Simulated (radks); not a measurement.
Spherical quantum dot in the effective-mass picture: electrons in a parabolic well V = omega^2 r^2 / 2 with omega = 0.211, all in effective atomic units (hartree* = m*/eps^2 hartree, bohr* = eps/m* bohr), one dielectric constant everywhere. Calculated with a radial shooting solver with Libxc functionals: non-relativistic Kohn-Sham, PBEsol, spin-polarised, spherical densities. Levels are named by radial order and angular momentum (1s, 1p, 1d, 2s, ...), and open shells are averaged over m.

N = 8, configuration 1s2 1p6. This is the lowest configuration that the search found. Occupied levels:

level  occupation  eigenvalue (hartree*)  <r> (bohr*)
1s              2                 1.9400        3.785
1p              6                 2.0303        4.523

Energy (hartree*): total 9.87387, kinetic 1.0237, external 3.6761, Hartree 6.6211, exchange-correlation -1.4470.

Electron density:

r (bohr*)  n(r) (e/bohr*^3)
0.182              0.007043
0.867              0.008056
1.55               0.009975
2.24                0.01193
2.92                0.01295
3.61                0.01232
4.29                0.01001
4.98               0.006748
5.66               0.003666
6.35               0.001559
7.03              0.0005216
7.72              0.0001399
8.40             0.00002992
9.09              5.073e-06
